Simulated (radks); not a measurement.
Results of a calculation; reference values are marked as such.
Spherical quantum dot in the effective-mass picture: electrons in a hard-walled sphere of radius 3.57, with a point charge +2 (a donor) at the centre, all in effective atomic units (hartree* = m*/eps^2 hartree, bohr* = eps/m* bohr), one dielectric constant everywhere. Level of theory: non-relativistic Kohn-Sham, r2SCAN, spin-polarised, spherical densities, generalised Kohn-Sham scheme (a radial shooting solver with Libxc functionals). Levels are named by radial order and angular momentum (1s, 1p, 1d, 2s, ...), and open shells are averaged over m. Results are scaled to m* = 0.216 and eps = 11, for which hartree* = 48.58 meV and bohr* = 2.695 nm. Each electron was tried in the lowest free levels, single moves between levels near the top were tried too, and the lowest total energy was kept; such a search can miss a lower state. At N = 1 the Hartree and exchange-correlation terms need not cancel, so that row can carry a self-interaction error.

N	open shells	2S	E (meV)	addition energy mu(N+1) - mu(N) (meV)	rms radius (nm)
1	1s(up 1, down 0)	1	-97.1329	53.63	2.338
2	none	0	-140.636	77.51	2.839
3	1p(up 1, down 0)	1	-106.633	15.98	4.098
4	1p(up 2, down 0)	2	-56.6522	17.47	4.660
5	1p(up 3, down 0)	3	10.7970	24.39	5.008
6	1p(up 3, down 0) 2s(up 1, down 0)	4	102.633	18.34	5.270
7	1p(up 3, down 2)	1	212.812	15.18	5.456
8	none	0	338.174	22.34	5.611
9	2s(up 1, down 0)	1	485.880	22.83	5.741
10	none	0	656.420	29.75	5.819
11	1d(up 1, down 0)	1	856.704	16.15	5.941
12	1d(up 2, down 0)	2	1073.14	16.28	6.044
13	1d(up 3, down 0)	3	1305.85	16.35	6.134
14	1d(up 4, down 0)	4	1554.91	16.39	6.212
15	1d(up 5, down 0)	5	1820.36	22.43	6.282
16	1d(up 5, down 1)	4	2108.24	15.78	6.346
17	1d(up 5, down 2)	3	2411.90	15.94	6.404
18	1d(up 5, down 3)	2	2731.50	16.05	6.457
19	1d(up 5, down 4)	1	3067.15	16.11	6.505
20	none	0	3418.90	41.55	6.549
21	1f(up 1, down 0)	1	3812.21	15.74	6.598
22	1f(up 2, down 0)	2	4221.25	15.79	6.643
23	1f(up 3, down 0)	3	4646.09	15.84	6.685
24	1f(up 4, down 0)	4	5086.77	15.87	6.723
25	1f(up 5, down 0)	5	5543.32	15.89	6.760
26	1f(up 6, down 0)	6	6015.76	15.91	6.793
27	1f(up 7, down 0)	7	6504.11	21.85	6.825
28	1f(up 7, down 1)	6	7014.31	15.54	6.855
29	1f(up 7, down 2)	5	7540.05	15.59	6.884
30	1f(up 7, down 3)	4	8081.38	15.64	6.911
31	1f(up 7, down 4)	3	8638.34	15.68	6.936
32	1f(up 7, down 5)	2	9210.98	15.71	6.960
33	1f(up 7, down 6)	1	9799.34	15.74	6.984
34	none	0	10403.4	45.25	7.006
35	1g(up 1, down 0)	1	11052.8	15.47	7.030
36	1g(up 2, down 0)	2	11717.6	15.52	7.053
37	1g(up 3, down 0)	3	12397.9	15.55	7.075
38	1g(up 4, down 0)	4	13093.8	-	7.096

All shells are closed at N = 2, 8, 10, 20, 34 (there: 1s2 1p6 1d10 2s2 1f14); the second difference of the energy has clear peaks (12 % above both neighbours; the first and last values, which can be the largest, are not judged, and half-filled shells can peak too) at N = 2, 5, 10, 15, 20, 27, 34.
